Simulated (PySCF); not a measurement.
## Static response to an electric field

Gallium isocyanide, CGaN (singlet state).
Structure used (PBE0-D3(BJ)/def2-SVP), in Å, numbered top down from 1:
```
atom  x, y, z in Å
C1    -1.2687   -0.5989    0.0082
N2    -0.2407   -0.0135   -0.0260
Ga3    1.5160    0.8205   -0.0272
```

Level: wB97X-D/def2-SVPD (PySCF), static field, nuclei fixed, core orbitals frozen in the response. The polarisability tensor in these axes (au):

```
x   57.03  8.65 -0.32
y    8.65 45.31 -0.17
z   -0.32 -0.17 40.73
```

Question: Diagonalise the tensor; give its mean and Δα, where Δα² is half the sum of the squared differences of the eigenvalues.

Answer: Principal values 40.72, 40.72 and 61.62 au; mean 47.69 au = 7.07 Å³ = 7.86 × 10⁻⁴⁰ C²·m²/J; Δα = 20.90 au (44 % of the mean).

Question: What is the dipole moment, and where does it point?

Answer: (3.60, 1.84, -0.05) D, 4.04 D in size, pointing from the negative to the positive side. Measured along this direction, the outermost atoms are C1 at the negative end and Ga3 at the positive end.

Question: Rayleigh depolarisation ratio (linearly polarised light, static tensor)?

Answer: ρ = 3Δα²/(45ᾱ² + 4Δα²) = 1311.0/(102340 + 1748.0) = 0.0126.

Question: Find the Langevin capture rate constant for O2+ (31.990 u) meeting this molecule (94.929 u), k = 2.342 × 10⁻⁹ cm³/s × √(α in Å³ / reduced mass in u).

Answer: The reduced mass is 23.93 u, so k = 1.27 × 10⁻⁹ cm³/s. The formula leaves out the permanent dipole, which adds to the capture rate.

Question: Give the eigenvalues of the traceless quadrupole moment Θ = ½Σq(3rr − r²1), origin at the centre of nuclear charge.

Answer: -13.32, 6.65, 6.67 D·Å. The values depend on the origin, since the dipole doesn't vanish. The electronic extent ⟨r²⟩ about the same centre is 286 bohr², a root-mean-square distance of 1.35 Å for the 44 electrons.

Geometry: PBE0-D3(BJ)/def2-SVP; no solvent, vibrations or thermal averaging. The calculation is non-relativistic, for gallium too.
